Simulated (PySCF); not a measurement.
B(Br)(Me)(OH) (CH₄BBrO), SMILES CB(O)Br.

Geometry optimised at PBE0-D3(BJ)/def2-SVP. Other conformers were not sampled.

Calculation: PySCF with PBE/def2-TZVP.

Symmetry labels are those of the subgroup Cs that the program uses (full group Cs).

Computed valence orbital energies around the gap with their symmetry:
```csv
orbital,symmetry,energy (eV)
HOMO−7,A',-11.24
HOMO−6,A",-10.25
HOMO−5,A',-10.07
HOMO−4,A',-9.48
HOMO−3,A",-9.07
HOMO−2,A',-7.99
HOMO−1,A",-7.27
HOMO,A',-6.99
LUMO,A",-1.04
LUMO+1,A',-0.11
LUMO+2,A',0.53
LUMO+3,A',1.23
```
